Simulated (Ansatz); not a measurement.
One change: `BC1[SiH2]S1` becomes `[SiH3]C1[SiH2]S1`.

Ansatz, PBE0-D4/def2-TZVP geometries, multiplicity 1. 

```json
{"property": "HOMO–LUMO gap (PBE/def2-TZVPP) / eV", "`BC1[SiH2]S1`": "3.91"}
{"property": "HOMO energy (B3LYP/def2-TZVPP) / eV", "`BC1[SiH2]S1`": "-6.91"}
{"property": "ideal-gas entropy at 298 K and 1 bar (rigid rotor, harmonic PBE0-D4/def2-TZVP) / J/(mol·K)", "`BC1[SiH2]S1`": "309"}
{"property": "HOMO–LUMO gap (PBE0/def2-TZVPP) / eV", "`BC1[SiH2]S1`": "6.05"}
{"property": "LUMO energy (B3LYP/def2-TZVPP) / eV", "`BC1[SiH2]S1`": "-1.30"}
{"property": "LUMO energy (PBE/def2-TZVPP) / eV", "`BC1[SiH2]S1`": "-2.08"}
```

Problem. Give the same properties after the change, and the shifts. (An estimate is asked.)

Solution. Computed: 
| property | `[SiH3]C1[SiH2]S1` | shift |
| --- | --- | --- |
| HOMO–LUMO gap (PBE/def2-TZVPP) / eV | 4.44 | 0.53 |
| HOMO energy (B3LYP/def2-TZVPP) / eV | -6.76 | 0.15 |
| ideal-gas entropy at 298 K and 1 bar (rigid rotor, harmonic PBE0-D4/def2-TZVP) / J/(mol·K) | 331 | 22 |
| HOMO–LUMO gap (PBE0/def2-TZVPP) / eV | 6.45 | 0.40 |
| LUMO energy (B3LYP/def2-TZVPP) / eV | -0.77 | 0.53 |
| LUMO energy (PBE/def2-TZVPP) / eV | -1.40 | 0.68 |

With PBE0 the HOMO rises by 0.16 eV and the LUMO rises by 0.55 eV, so the gap widens by about 0.39 eV. PBE moves the HOMO by 0.14 eV and ωB97M-V by 0.17 eV. The zero-point energy changes by 10.6 kJ/mol with +3 modes.

B3LYP here is the variant with VWN-RPA as its local correlation; programs differ in this.
